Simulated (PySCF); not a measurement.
State search for RbSe⁺

Unrestricted PBE0; Rb def2-SVP with ECP28, Se def2-SVP; scalar-relativistic core potentials (PySCF 2.14). Outer shells of the fragments: Rb+ closed shells only; Se 3d10 4s2 4p4.

Followed along the bond (rough minima from three points):

```tsv
2Ms+1	unpaired	⟨S²⟩ at the start	R at minimum (Å)	Te (eV)
3	π ↑↑	2.00	3.65	0.00
3	σ ↑, π ↑	2.00	3.95	0.31
1	π ↑↓	1.01	3.65	0.41
1	σ ↓, π ↑	1.01	3.93	0.71
```

Solutions found at the starting distance of 3.275 Å, counted from the lowest of them; the search is not exhaustive and high or unbound solutions are not listed, so other states can lie among these:

```tsv
2Ms+1	unpaired	term	E (eV)	⟨S²⟩	⟨Lz²⟩	μ (D)
3	π ↑↑	³Σ⁻	0.00	2.00	0.00	-6.09
3	σ ↑, π ↑	³Π	0.31	2.00	1.01	-6.48
1	π ↑↓	mixed	0.41	1.01	2.01	-6.10
1	σ ↓, π ↑	mixed	0.72	1.01	1.01	-6.46
1	none	mixed	1.69	0.00	2.00	-6.07
3	σ ↑↑, π ↑↓	mixed	7.11	3.01	2.01	2.75
```

A term symbol is given only where ⟨S²⟩ and ⟨Lz²⟩ are close to those of a pure state; real π, δ and φ orbitals otherwise mix terms. A positive dipole points towards Se; it is taken about the centre of mass and depends on that origin.

Spin–orbit coupling is left out. Counting both spins, an empty level lies below a filled one in some of these solutions, because spin and occupation are held.
